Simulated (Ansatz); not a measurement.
The first iterations of a band of C$_{2}$H$_{4}$SSi (8 atoms, charge 0, multiplicity 1).

Level of theory: Ansatz 0.2.0, RKS LDA/def2-SVP.

| Property | Result |
| --- | --- |
| movable images | 7 |
| climbing image | yes |
| spring | 5.0 eV/Å² |
| optimiser | quadratic models (default) |
| start path | IDPP |
| force threshold | 0.05 eV/Å |
| iteration limit | 60 |
| end points | relaxed |

Initial state:

```xyz
8
Properties=species:S:1:pos:R:3
S -1.802 1.131 1.488
C -0.747 0.543 0.423
C 0.702 0.561 0.213
Si -0.185 -0.926 -0.583
H 1.021 1.171 -0.664
H 1.396 0.672 1.072
H -0.076 -0.935 -2.078
H -0.215 -2.273 0.072
```

Final state:

```xyz
8
Properties=species:S:1:pos:R:3
S -1.805 1.134 1.482
C -0.748 0.545 0.420
C 0.702 0.559 0.216
Si -0.186 -0.925 -0.585
H 1.392 0.664 1.079
H 1.028 1.170 -0.657
H -0.079 -0.932 -2.080
H -0.214 -2.273 0.069
```

| iteration | highest image above the first end (eV) | largest band force component (eV/Å) |
| --- | --- | --- |
| 1 | 1.956 | 1.910 |
| 2 | 1.500 | 1.333 |
| 3 | 1.223 | 0.695 |

Q: Does the band converge within its limit, and where does its top end?

A: The forces met the threshold. It ended after 9 iterations with the highest image 1.069 eV above the first end. The profile has 2 maxima (images 1, 5) with wells between them (image 2): this band takes more than one step, which may be the mechanism or a detour left from its start path. A vibrational analysis at the climbing image gives one clearly imaginary mode, 696i cm⁻¹: a first-order saddle point.

The run took 2.6 min on 1 CPU thread of a shared host.
